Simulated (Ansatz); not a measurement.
Wavefunction ladder for CH2FGeN

| atom | x (Å) | y (Å) | z (Å) |
| --- | --- | --- | --- |
| F1 | 0.6956 | -1.1936 | 1.5372 |
| Ge2 | 0.3484 | -1.2538 | -0.1916 |
| C3 | 0.0897 | 1.3173 | -0.4443 |
| N4 | -0.9786 | 1.0576 | -0.0886 |
| H5 | -1.1920 | -1.6309 | -0.0498 |
| H6 | 1.0368 | 1.7035 | -0.7630 |

Total charge 0; spin multiplicity 1. Correlated methods include outer-core shells of Ge, which these sets cover unevenly. Scalar relativity is left out up to krypton. The bonds changed during the relaxation, so this is another structure than the one it started from. Geometry: relaxed with PBE0-D4/def2-TZVP. Frozen core, restricted reference, Ansatz 0.2.0.

```tsv
basis	HF (Eh)	MP2 corr.
def2-SVP	-2267.83489	-0.69075
def2-TZVPP	-2268.34402	-0.83664
def2-QZVPP	-2268.39530	-1.14874
```

(1) Estimate the CCSD correlation energy and the (T) correction in each basis where they were run (hartree).

Results:

(1) 
```
     basis  CCSD corr.       (T)
  def2-SVP    -0.70356  -0.02251
def2-TZVPP    -0.84435  -0.03549
```
